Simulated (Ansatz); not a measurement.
Molecule: AlCl, charge 0, multiplicity 1. SMILES: [Al][Cl]
Structure (B3LYP-D3(BJ)/def2-TZVP (Ansatz, a program for electronic structure) minimum search):
```
Al
Cl 1 2.1602
```

Property: vertical electron affinity (to the doublet state of charge -1; a negative value means that the extra electron is unbound and the number depends on the basis; each state is the SCF solution reached for its spin), in eV. Cores are frozen in the correlated levels unless marked. UHF or UKS for open shells. Spin-orbit coupling is left out. Non-relativistic. Anions need diffuse functions: aug- sets have them; def2-D sets add few. CBS(X,Y): correlation extrapolated as X^-3; Hartree-Fock from the larger set.

| level | program | vertical electron affinity (eV) |
|---|---|---|
| SVWN5/def2-TZVPD | Ansatz | 0.04 |
| PBE/def2-TZVPD | Ansatz | 0.03 |
| wB97X-V/def2-TZVPD | Ansatz | -0.09 |

Task: What does CCSD(T)/CBS(aug-cc-pV(T+d)Z,aug-cc-pV(Q+d)Z) (Ansatz) give?

Result: 0.11 eV
